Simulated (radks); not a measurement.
Species: W II. Configuration: [Xe] 4f14 5d4 6s1. All-electron calculation, Dirac Kohn-Sham, PBEsol, spin-unpolarised, spherical densities, point nucleus; open shells are shared between the two j in proportion to 2j + 1. Program: a radial shooting solver on a logarithmic mesh with Libxc functionals.

Unscreened Slater integrals over Kohn-Sham orbitals (cm^-1). Large and small components are both included.

| integral | value |
|---|---|
| F0(5d5/2,5d5/2) | 100110 |
| F2(5d5/2,5d5/2) | 50555 |
| F4(5d5/2,5d5/2) | 32860 |
| F0(5d5/2,6s1/2) | 76927 |
| G2(5d5/2,6s1/2) | 23607 |
| F0(5d5/2,5d3/2) | 101930 |
| F2(5d5/2,5d3/2) | 51483 |
| G2(5d5/2,5d3/2) | 51433 |
| G4(5d5/2,5d3/2) | 33457 |
| F0(5d5/2,4f7/2) | 132040 |
| F2(5d5/2,4f7/2) | 28324 |
| F4(5d5/2,4f7/2) | 13002 |
| G1(5d5/2,4f7/2) | 10756 |
| G3(5d5/2,4f7/2) | 9244.3 |
| G5(5d5/2,4f7/2) | 7168.5 |
| F0(6s1/2,6s1/2) | 67098 |
| F0(6s1/2,5d3/2) | 77621 |
| G2(6s1/2,5d3/2) | 22248 |
| F0(6s1/2,4f7/2) | 87983 |
| G3(6s1/2,4f7/2) | 2612.7 |
| F0(5d3/2,5d3/2) | 103850 |
| F2(5d3/2,5d3/2) | 52552 |
| F0(5d3/2,4f7/2) | 136460 |
| F2(5d3/2,4f7/2) | 30403 |
| G3(5d3/2,4f7/2) | 10189 |
| G5(5d3/2,4f7/2) | 7877.5 |
| F0(4f7/2,4f7/2) | 330980 |
| F2(4f7/2,4f7/2) | 159550 |
| F4(4f7/2,4f7/2) | 100570 |
| F6(4f7/2,4f7/2) | 72485 |
